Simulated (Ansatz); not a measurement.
`[SiH3]CC(Cl)Cl` → `[SiH3]C(Cl)Cl` + `[CH2]` (triplet)  (formal loss of a carbene)

Program: Ansatz. Geometries: PBE0-D4/def2-TZVP. ΔE: electronic, gas phase. CCSD(T)/CBS is the MP2 limit (def2-TZVPP, def2-QZVPP) plus CCSD(T) − MP2 in def2-TZVPP, frozen cores. This one scheme is used for every species. Functionals use def2-TZVPP. B3LYP here is the variant with VWN-RPA as its local correlation; programs differ in this. Triplets are unrestricted, without spin–orbit coupling. One conformer a species, not always the lowest.

| level | ΔE (kJ/mol) | difference from CCSD(T)/CBS |
| --- | --- | --- |
| PBE-D4 | 458.2 | 5.1 |
| r2SCAN-D4 | 431.1 | -22.0 |
| PBE0-D4 | 450.8 | -2.3 |
| B3LYP-D4 | 443.3 | -9.8 |
| ωB97X-V | 463.6 | 10.5 |
| ωB97M-V | 455.8 | 2.7 |
| B2PLYP | 441.0 | -12.1 |
| PBE | 450.5 | -2.6 |
| r2SCAN | 428.9 | -24.2 |
| PBE0 | 444.2 | -8.9 |
| B3LYP | 431.2 | -21.9 |
| HF/def2-TZVPP | 301.6 | -151.5 |
| MP2/def2-TZVPP | 457.6 | 4.5 |
| SCS-MP2/def2-TZVPP | 455.7 | 2.6 |
| CCSD/def2-TZVPP | 430.6 | -22.5 |
| CCSD(T)/def2-TZVPP | 442.6 | -10.5 |
| HF/def2-QZVPP | 301.3 | -151.8 |
| MP2/def2-QZVPP | 463.5 | 10.4 |
| SCS-MP2/def2-QZVPP | 463.0 | 9.9 |
| HF/CBS(def2) | 301.3 | -151.8 |
| MP2/CBS(def2) | 468.0 | 14.9 |
| CCSD/CBS(def2) | 441.1 | -12.0 |
| CCSD(T)/CBS | 453.1 | 0 |

Largest T1 diagnostic among the species: 0.011.

In def2-TZVPP, CCSD(T) changes the Hartree–Fock value by +141.0 kJ/mol (the triples alone add +12.0 kJ/mol) and MP2 by +155.9 kJ/mol. The D4 term adds +12.1 kJ/mol with B3LYP and +6.6 kJ/mol with PBE0; it sums over pairs of atoms, weighted by their polarisabilities, and B3LYP, whose exchange is more repulsive, gets the larger term. From PBE to PBE0 (25 % exact exchange), in def2-TZVPP and without D4, ΔE moves by −6.3 kJ/mol.
